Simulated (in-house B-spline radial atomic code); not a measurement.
# B3LYP (VWN-RPA) excitations of Sr²⁺

Method: B3LYP (VWN-RPA). Computed with an all-electron radial atomic-structure program (B-spline basis): linear response of the closed shell [Ar] 3d10 4s2 4p6 with the functional's adiabatic kernel; scalar-relativistic (spin-free one-electron X2C), finite nucleus, no spin-orbit coupling, no double excitations, S, P, D and F terms only; shells from n = 2 respond. Only terms of natural parity with L up to 3 were computed.

Command:
```bash
python run_td.py task.json out
```
Settings (radii: box in bohr, nucleus in fm):
```
Z                        38
electrons                36
configuration            [Ar] 3d10 4s2 4p6
hamiltonian              x2c
method                   b3lyp
box_radius               29.48
rms_radius               4.224
intervals                73
```

Run time, properties included: 3.4 s on 1 thread of Arm Neoverse N1 (shared host).

The lowest states, in the order of their Tamm-Dancoff energies; the method's threshold (minus the highest occupied level) is 38.05 eV. Labels give the largest channel, * marks a mixed state, and oscillator strengths are full-response dipole values. Semilocal kernels can invert the small singlet-triplet splittings of Rydberg terms. Energies in eV:

```json
{"state": "4p → 4d 3P", "full response": "21.907", "Tamm-Dancoff": "21.960", "oscillator strength": "-"}
{"state": "4p → 4d 3F", "full response": "22.157", "Tamm-Dancoff": "22.248", "oscillator strength": "-"}
{"state": "4p → 5s 3P", "full response": "22.858", "Tamm-Dancoff": "22.867", "oscillator strength": "-"}
{"state": "4p → 5s 1P", "full response": "23.253", "Tamm-Dancoff": "23.267", "oscillator strength": "0.452"}
{"state": "4p → 4d 1F", "full response": "?", "Tamm-Dancoff": "?", "oscillator strength": "-"}
{"state": "4p → 5p 3S", "full response": "26.483", "Tamm-Dancoff": "26.496", "oscillator strength": "-"}
{"state": "4p → 5p 3D", "full response": "26.734", "Tamm-Dancoff": "26.742", "oscillator strength": "-"}
{"state": "4p → 5p 1D", "full response": "26.936", "Tamm-Dancoff": "26.940", "oscillator strength": "-"}
{"state": "4p → 4d 1P", "full response": "27.407", "Tamm-Dancoff": "27.930", "oscillator strength": "3.65"}
{"state": "4p → 5p 1S", "full response": "28.164", "Tamm-Dancoff": "28.284", "oscillator strength": "-"}
{"state": "4p → 6s 3P", "full response": "31.44", "Tamm-Dancoff": "31.44", "oscillator strength": "-"}
{"state": "4p → 6s 1P", "full response": "31.54", "Tamm-Dancoff": "31.54", "oscillator strength": "0.111"}
{"state": "4p → 5d 3P", "full response": "31.76", "Tamm-Dancoff": "31.77", "oscillator strength": "-"}
{"state": "4p → 5d 3F", "full response": "31.79", "Tamm-Dancoff": "31.80", "oscillator strength": "-"}
{"state": "4p → 5d 1F", "full response": "31.97", "Tamm-Dancoff": "31.97", "oscillator strength": "-"}
{"state": "4p → 6p 3S", "full response": "32.63", "Tamm-Dancoff": "32.63", "oscillator strength": "-"}
{"state": "4p → 6p 3D", "full response": "32.70", "Tamm-Dancoff": "32.71", "oscillator strength": "-"}
{"state": "4p → 6p 1D", "full response": "32.77", "Tamm-Dancoff": "32.77", "oscillator strength": "-"}
{"state": "4p → 5d 1P", "full response": "32.82", "Tamm-Dancoff": "33.01", "oscillator strength": "0.773"}
{"state": "4p → 4f 3D", "full response": "?", "Tamm-Dancoff": "?", "oscillator strength": "-"}
{"state": "4p → 6p 1S", "full response": "33.14", "Tamm-Dancoff": "33.18", "oscillator strength": "-"}
{"state": "4p → 4f 1D", "full response": "33.20", "Tamm-Dancoff": "33.21", "oscillator strength": "-"}
```

Q: Where does 4p → 4f 3D lie?

A: At 33.11 eV in full response, 33.11 eV in Tamm-Dancoff.

Q: Where does 4p → 4d 1F lie?

A: At 23.599 eV in full response, 23.607 eV in Tamm-Dancoff.

Q: How large is the singlet-triplet splitting of 4p → 5s (P terms) in Tamm-Dancoff?

A: 0.4 eV, from the unrounded values.

Q: What polarisabilities and dispersion coefficient does the method give?

A: Dipole 5.922 bohr³, quadrupole 18.01 bohr⁵, C6 29.49 hartree·bohr⁶ for two such species.
